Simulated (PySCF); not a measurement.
Two-dimensional NMR puzzle

Compound of formula C$_{3}$H$_{2}$F$_{6}$. Correlations simulated from computed shifts and the bond graph:

HSQC (one-bond C–H):
```
  δH    δC
4.64  83.3
```

HMBC (two and three bonds, from the bond graph):
```
  δH            δC
4.64  130.2, 120.4
```

Carbons without hydrogens: δ 130.2, 120.4.

Computational details: geometry from PBE0-D3(BJ)/def2-TZVP, B97-2/pcSseg-2 with gauge-including orbitals, in PySCF 2.14.0 with density-fitted response routines (no solvent model, one computed conformer, non-relativistic, equivalent nuclei averaged).

References, each an isolated molecule treated in the same way: TMS for ¹H (σref 31.64) and ¹³C (σref 185.38).

Exchangeable hydrogens are left out of these lists.

Which molecule is this?

Results:

`FCC(F)(F)C(F)(F)F`.

Numbering as in the mapped SMILES `[F:1][CH2:2][C:3]([F:4])([F:5])[C:6]([F:7])([F:8])[F:9]`; H(Xn) means a hydrogen on atom n.

1. δC 130.2 is C6, a CF3 carbon.
2. δC 120.4 is C3, a fully substituted sp3 carbon bonded to 2 F.
3. δC 83.3 is C2, an sp3 CH2 bonded to F (δH 4.64).
4. HMBC from δH 4.64 reaches the proton-free carbons C6, C3.

The shifts were computed for this structure.

Shifts are as computed. Against solution values, carbons near 30 ppm lie about +3 ppm off and those near 130 ppm about +7 ppm. Of 1211 compounds with measured shifts, 218 miss one by over three times the rms of a fit or turn the order of signals round; such compounds aren't used in these exercises.
